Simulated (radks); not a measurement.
Question: The table gives one normalised radial function P(r) = r R(r) of Te6+ in [Kr] 4d10 (r in bohr). Calculated with a radial shooting solver on a logarithmic mesh with Libxc functionals: scalar-relativistic Kohn-Sham, r2SCAN, spin-polarised, spherical densities, finite nucleus; meta-GGA in the generalised Kohn-Sham scheme; Fermi nuclear charge, rms radius 4.7423 fm.

| r | P |
|---|---|
| 0.002888 | 0.1464 |
| 0.004378 | 0.1972 |
| 0.006584 | 0.2518 |
| 0.009981 | 0.2977 |
| 0.01501 | 0.3030 |
| 0.02275 | 0.2199 |
| 0.03421 | 0.0089 |
| 0.05186 | -0.3057 |
| 0.07799 | -0.5028 |
| 0.1182 | -0.2437 |
| 0.1778 | 0.4503 |
| 0.2695 | 0.7223 |
| 0.4053 | -0.1936 |
| 0.6095 | -1.2609 |
| 0.9239 | -1.0708 |
| 1.389 | -0.3398 |
| 2.106 | -0.0332 |
| 3.167 | -0.0007 |
| 4.801 | 0.0000 |

Which n and l does it have? It may be an empty orbital.

Answer: n = 4, l = 0: the number of nodes gives n - l - 1 = 3, the rise at small r (about r^(l+1), flatter next to the nucleus through relativity) gives l, and the extent must fit the shell. The curve is that of 4s. 4s: eigenvalue -241.36 eV, 3 radial nodes at r = 0.0347, 0.138, 0.381 bohr, <r> = 0.764 bohr, 90 % of the charge inside 1.10 bohr.
